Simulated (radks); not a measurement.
Values are calculated unless marked as measured or tabulated.
Ca+, configuration [Ne] 3s2 4s2 3p(up 3, down 2) (not the ground configuration). Level of theory: scalar-relativistic Kohn-Sham, BLYP, spin-polarised, spherical densities, finite nucleus; Fermi nuclear charge, rms radius 3.4776 fm (a radial shooting solver on a logarithmic mesh with Libxc functionals).

Normalised radial functions P(r) = r R(r), r in bohr:

```
   r/bohr * 3s up, o 3s down (the largest magnitude, 1.05, reaches the edge; | marks zero, & curves that meet)
   0.0083                             |  &
 0.009509                             |   &
  0.01081                             |   &
  0.01238                             |    &
  0.01407                             |    &
  0.01612                             |     &
  0.01847                             |     &
  0.02099                             |      &
  0.02405                             |      &
  0.02734                             |      &
  0.03132                             |       &
   0.0356                             |       &
  0.04078                             |       &
  0.04672                             |       &
   0.0531                             |      &
  0.06084                             |     &
  0.06915                             |    &
  0.07922                             |   &
  0.09004                             | &
   0.1032                             &
   0.1182                          &  |
   0.1343                       *o    |
   0.1539                     &       |
   0.1749                  &          |
   0.2004                &            |
   0.2278               &             |
   0.2609               &             |
   0.2989                &            |
   0.3398                   &         |
   0.3893                       &     |
   0.4424                            &|
   0.5069                             |     &
   0.5761                             |           &
     0.66                             |                 &
   0.7562                             |                      &
   0.8594                             |                         &
   0.9846                             |                          &
    1.119                             |                         &
    1.282                             |                      &
    1.457                             |                  &
    1.669                             |              &
    1.913                             |         &
    2.174                             |      &
    2.491                             |   &
    2.831                             | &
    3.243                             |&
    3.686                             &
    4.223                             &
    4.838                             &
    5.499                             &
      6.3                             &
     7.16                             &
    8.203                             &
    9.323                             &
    10.68                             &
```

3s up: eigenvalue -61.610 eV, 2 radial nodes at r = 0.101, 0.450 bohr, <r> = 1.13 bohr, 90 % of the charge inside 1.68 bohr. 3s down: eigenvalue -60.203 eV, 2 radial nodes at r = 0.101, 0.450 bohr, <r> = 1.13 bohr, 90 % of the charge inside 1.69 bohr.
